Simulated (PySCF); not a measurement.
Mo(NMe)(S)(F)2 (CH₃F₂MoNS), SMILES C[N]=[Mo]([F])([F])=[S], multiplicity 1. Atoms are numbered in the order given.

```xyz
9

Mo    -0.2451    -0.2522     0.0000
N     -0.3574     1.4566     0.0000
C      0.1330     2.7921     0.0000
H     -0.2221     3.3304    -0.8951
H      1.2397     2.7851     0.0000
H     -0.2221     3.3304     0.8951
S      1.8408    -0.6418     0.0000
F     -1.0139    -0.8629     1.5798
F     -1.0139    -0.8629    -1.5798
```
Charge 0, spin multiplicity 1.

Geometry: B3LYP-D3(BJ)/def2-SVP. The multiplicity is an assumed one; no other spin state was optimised. The structure was generated by enumeration; whether it is a known compound was not checked. The def2 effective core potentials stand for the cores of Mo; spin–orbit coupling is left out.

Level of theory: B3LYP-D3(BJ)/def2-SVP (PySCF 2.14.0).

Frequencies are harmonic and unscaled.

Question: Give all harmonic wavenumbers and intensities. (An estimate is asked for; the answer gives what the named calculation found.)

Answer: 
```csv
mode,ν (cm⁻¹),IR (km/mol),Raman (Å⁴/amu),depolarisation,moving atoms (share of kinetic energy)
1,98,5.2,6.8,0.58,"S 36 %, C 35 %, H 19 %"
2,112,1.2,1.1,0.75,"F 37 %, H 27 %, C 23 %, Mo 8 %"
3,122,0.0,0.4,0.75,H 89 %
4,170,6.5,1.0,0.60,"F 87 %, Mo 8 %"
5,188,1.0,3.9,0.75,"F 56 %, S 34 %"
6,211,1.8,1.2,0.75,"F 60 %, Mo 19 %, S 13 %"
7,346,7.3,1.6,0.75,"N 69 %, F 15 %, H 9 %"
8,363,15.8,3.2,0.74,"N 65 %, H 10 %, S 8 %"
9,566,44.0,20.1,0.12,"S 72 %, Mo 22 %"
10,667,106.7,8.0,0.07,"F 49 %, C 22 %, N 12 %, Mo 11 %"
11,695,67.7,4.8,0.46,"F 36 %, C 25 %, Mo 24 %"
12,713,122.3,0.6,0.75,"F 74 %, Mo 25 %"
13,1080,5.2,1.5,0.68,"H 74 %, C 20 %"
14,1091,0.6,0.3,0.75,"H 73 %, C 20 %"
15,1340,125.2,125.7,0.29,"N 64 %, C 28 %"
16,1417,4.7,9.1,0.67,"H 81 %, N 13 %"
17,1434,8.3,19.8,0.75,H 97 %
18,1441,15.0,25.3,0.71,H 95 %
19,2989,21.4,288.3,0.08,H 97 %
20,3078,5.4,125.9,0.43,"H 91 %, C 9 %"
21,3098,4.4,139.3,0.75,"H 90 %, C 10 %"
```
